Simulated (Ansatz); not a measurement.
Isomers of C₂H₄BCl, relaxed with PBE0-D4/def2-TZVP in Ansatz; electronic energies, one conformer each and not always the lowest. Functionals use def2-TZVPP; CBS adds triple-zeta CCSD(T) − MP2 to the MP2 limit of def2-TZVPP and def2-QZVPP.

Order them by energy at frozen-core CCSD(T)/CBS, lowest first. (Estimate.)
A. `ClC1BC1`
B. `C=CBCl`
C. `BC(=C)Cl`
D. `ClB1CC1`

B (0.0 kJ/mol), D (68.2 kJ/mol), C (155.2 kJ/mol), A (223.0 kJ/mol).

How do B3LYP-D4, PBE0-D4, B3LYP, HF/CBS(def2) place them (kJ/mol, against `C=CBCl`)? (Best estimate.)

Ansatz gave: 
| isomer | B3LYP-D4 | PBE0-D4 | B3LYP | HF/CBS(def2) |
| --- | --- | --- | --- | --- |
| `BC(=C)Cl` | 152.7 | 155.2 | 154.7 | 159.4 |
| `ClB1CC1` | 69.7 | 46.1 | 69.4 | 88.8 |
| `ClC1BC1` | 224.2 | 203.6 | 225.0 | 241.5 |

B3LYP here is the variant with VWN-RPA as its local correlation; programs differ in this.
